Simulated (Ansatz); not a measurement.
CdCl2⁺. Charge 1, multiplicity 2. Geometry PBE0-D4/def2-TZVP; atoms count from 1.

```xyz
3

Cd    0.000    0.000    0.000
Cl    1.993    1.132    0.015
Cl   -1.993   -1.132   -0.015
```

In the def2 sets Cd takes a core potential; there is no spin–orbit coupling.

(1) Estimate the Mulliken populations from the PBE0/def2-TZVP orbitals of Ansatz.

(2) Where does the spin sit?

(3) And the Mayer bond orders between bonded heavy atoms (over 0.3)?

Answers

(1) 
| atom | charge (e) | spin (α − β) | d electrons |
| --- | --- | --- | --- |
| Cd1 | 0.98 | -0.03 | 9.98 |
| Cl2 | 0.01 | 0.52 | – |
| Cl3 | 0.01 | 0.52 | – |
Mulliken values and Mayer orders depend strongly on the basis.

(2) Summed by element: Cd -0.03, Cl 1.03, of 1 unpaired in all. Largest on single atoms: Cl2 0.52, Cl3 0.52, Cd1 -0.03.

(3) Cd1–Cl2 0.84 (2.29 Å); Cd1–Cl3 0.84 (2.29 Å). Values over 0.3 also appear between atoms too far apart for a bond (Cl2–Cl3 0.48 at 4.59 Å); they arise where an orbital or an unpaired electron spreads over both atoms.
